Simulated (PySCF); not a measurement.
# One molecule, several mistakes: AlBH2NO cation

Calculated results; nothing here was measured. They come from PySCF 2.14.0, an open-source quantum chemistry program, on an isolated molecule that a program drew, which may never have been made. The molecule is AlBH2NO cation (charge +1, singlet), drawn as the SMILES string `B=[N][Al+][OH]`.

Each row is a Hartree-Fock (HF) and frozen-core CCSD(T) single point in the cc-pV(D+d)Z basis, meant for a local HF minimum. Run 1 is clean. Each other run has one planted mistake out of seven kinds, and not every kind appears here: one electron removed, one electron added, multiplicity raised by two, geometry at a saddle point, minimal basis STO-3G, one bond length entered in bohr, all coordinates scaled. The reference is restricted for singlets and unrestricted otherwise, and also for a bond in bohr. Adding or removing an electron swaps singlet and doublet. Electrons count all cores. HOMO and LUMO are orbital energies over both spins, the gradient is its largest component, and the lowest frequency (negative if imaginary) is given only where the gradient is small. Bond lengths are over the 5 bonds as drawn. T1 is the CCSD diagnostic: over 0.02 (restricted) or 0.045 (unrestricted) a single reference is doubtful.

Geometry of the clean run:
```xyz
6
AlBH2NO cation, angstrom
B    -1.7772   -1.6667    0.8139
N    -0.5964   -1.5005    0.3860
Al    0.9646   -1.2807   -0.1800
O     2.4474   -1.0718   -0.7177
H    -2.8670   -1.8201    1.2086
H     3.3255   -0.9485   -1.0360
```

```
run  electrons  basis functions  <S^2>  HOMO (eV)  LUMO (eV)  gradient (hartree/bohr)  lowest frequency (cm^-1)  mean bond (Å)  longest bond (Å)      T1  HF (hartree)  CCSD(T) (hartree)                          mistake
  1         34               75  0.000     -17.50      -4.05                  1.6e-05                       116         1.3288             1.675  0.0168    -396.93906         -397.42373                         no fault
  2         34               75  1.008     -15.85      -5.55                  2.0e-02                         -         1.6120             3.007  0.0152    -396.82063         -397.26042  one bond length entered in bohr
  3         34               26  0.000     -14.91       0.84                  8.5e-02                         -         1.3288             1.675  0.0274    -392.03315         -392.23856             minimal basis STO-3G
  4         35               75  0.760      -5.24       2.11                  7.7e-02                         -         1.3288             1.675  0.0188    -397.10890         -397.61529                                ?
  5         34               75  2.016     -11.16      -7.90                  1.0e-01                         -         1.3288             1.675  0.0225    -396.76384         -397.21513                                ?
```

**Which mistake was planted in run 4, and what did it cost?**

It counts 35 electrons, one more than the clean run, at the same geometry and basis. So the mistake is: one electron added. Subtracting run 1 and multiplying by 627.51 kcal/mol a hartree, the energy moved by -106.6 kcal/mol in HF and -120.2 kcal/mol in CCSD(T).

**Which mistake was planted in run 5, and what did it cost?**

Electrons, basis and geometry are unchanged, and <S^2> is 2.016, beside S(S+1) = 2.00 for a multiplicity of 3. So the mistake is: multiplicity raised by two. Subtracting run 1 and multiplying by 627.51 kcal/mol a hartree, the energy moved by 110.0 kcal/mol in HF and 130.9 kcal/mol in CCSD(T).

Cautions from the logs. Run 3: T1 is over the limit, so its CCSD(T) energy is less reliable.
